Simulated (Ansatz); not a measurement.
`F[Si](F)(F)[SeH]` + `C=N` → `N=C[SeH]` + `F[SiH](F)F`  (formal exchange of groups at the Se–Si bond)

Computed with Ansatz on PBE0-D4/def2-TZVP structures; ΔE is electronic, products minus reactants. CCSD(T)/CBS is the MP2 limit (def2-TZVPP, def2-QZVPP) plus CCSD(T) − MP2 in def2-TZVPP, frozen cores. This one scheme is used for every species. For Se outer-core shells are correlated without core-valence functions, which leaves a few kJ/mol of doubt a bond. Scalar relativity is left out up to krypton. Each species was taken in one conformer, which may not be the lowest.

```
           species  CCSD(T)/CBS(def2) energy (Eh)
`F[Si](F)(F)[SeH]`                    -2990.00244
             `C=N`                      -94.52360
        `N=C[SeH]`                    -2495.22891
      `F[SiH](F)F`                     -589.26725
```

(1) Work out ΔE.

Largest T1 diagnostic among the species: 0.012.

## Answers

(1) ΔE = (-2495.22891) + (-589.26725) − (-2990.00244) − (-94.52360) = 0.02988 Eh = +18.7 kcal/mol.

From r2SCAN to r2SCAN0 (25 % exact exchange), in def2-TZVPP and without D4, ΔE moves by +1.2 kcal/mol. The D4 term adds +0.8 kcal/mol with B3LYP and +0.4 kcal/mol with PBE0; it sums over pairs of atoms, weighted by their polarisabilities, and B3LYP, whose exchange is more repulsive, gets the larger term. Leaving LDA and LC-ωPBE aside and taking each functional with its dispersion term where it has one, the values, not all of them listed here, spread over 3.3 kcal/mol, from BLYP-D4 to BHLYP-D4.

B3LYP here is the variant with VWN-RPA as its local correlation; programs differ in this.
